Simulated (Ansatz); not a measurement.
`C[S][GeH2][Cl]` → `[CH2]` (triplet) + `[SH][GeH2][Cl]` at 700 K and 1 bar (formal loss of a carbene).

Calculated with Ansatz (gas phase, PBE0-D4/def2-TZVP geometries, no zero-point term in ΔE). CCSD(T)/CBS adds triple-zeta CCSD(T) − MP2 to the extrapolated MP2 energy (def2 sets, frozen cores). This one scheme is used for every species. Triplets are unrestricted, without spin–orbit coupling. For Ge outer-core shells are correlated without core-valence functions, which leaves a few kJ/mol of doubt a bond. Scalar relativity is left out up to krypton. One conformer a species, not always the lowest.

| species | CCSD(T)/CBS energy (Eh) | H − E (kJ/mol) | S (J/(mol·K)) |
| --- | --- | --- | --- |
| `C[S][GeH2][Cl]` | -2974.78596 | 219.9 | 461.3 |
| `[CH2]` (triplet) | -39.09499 | 70.4 | 226.8 |
| `[SH][GeH2][Cl]` | -2935.52817 | 124.6 | 398.0 |

H − E and S are ideal-gas, rigid-rotor, harmonic terms from PBE0-D4/def2-TZVP, for one conformer and one mirror image of each species, with the whole ground term of open shells counted as degenerate. 1 Eh = 2625.50 kJ/mol, R = 8.31446 J/(mol·K).

Question: By hand: ΔE, ΔH, ΔS and ΔG.

Answer: ΔE = (-39.09499) + (-2935.52817) − (-2974.78596) = 0.16280 Eh = 427.4 kJ/mol. Δ(H − E) = 70.4 + 124.6 − 219.9 = -24.9, so ΔH = 402.5 kJ/mol. ΔS = 226.8 + 398.0 − 461.3 = 163.5 J/(mol·K). ΔG = 402.5 − 700 × (163.5)/1000 = 288.1 kJ/mol.

Question: By hand: the equilibrium constant, and the temperature at which ΔG would vanish if ΔH and ΔS stayed fixed.

Answer: log₁₀ K = −ΔG/(RT ln 10) = -21.5. ΔG = 0 at ΔH/ΔS = 2462 K.

The number of gas molecules changes by +1, which sets the sign of ΔS. A doubt of 5 kJ/mol in ΔE shifts log₁₀ K by 0.4 here. Other conformers and mirror images would add mixing entropy, several J/(mol·K) or more a flexible species. A triplet takes part, so the spin changes. These are equilibria of isolated gas molecules and say nothing of rates. Largest T1 diagnostic: 0.011 (customary marks: 0.02 for closed shells, 0.045 for open ones).
